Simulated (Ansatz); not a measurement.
Basis-set extrapolation for C$_{2}$H$_{8}$FNOSi (`CC[Si](N)(O)F`) (PBE0-D4/def2-TZVP geometry, frozen core, the Gaussian-basis code of Ansatz). Multiplicity 1, RHF reference.

|  | def2-TZVPP | def2-QZVPP |
| --- | --- | --- |
| HF | -598.410013 | -598.434633 |
| MP2 correlation | -1.174253 | -1.266209 |
| CCSD(T) correlation | -1.255920 | not run |

Energies in hartree. Use E(X) = E(∞) + A·exp(−7.88·√X) for Hartree–Fock and E(X) = E(∞) + B·X^(−2.97) for correlation, with X = 3 and 4, and add CCSD(T) minus MP2 of the smaller set to the MP2 limit.

**Question.** What is the CCSD(T) energy at the basis-set limit?

**Answer.** HF limit: -598.434633 + (-0.024620) × 0.13774 = -598.43802. MP2 limit: -1.266209 + (-0.091956) × 0.74074 = -1.33432. Higher-order term: -1.255920 − (-1.174253) = -0.08167. Total: -599.85401 hartree, 493.8 kJ/mol below CCSD(T)/def2-TZVPP.
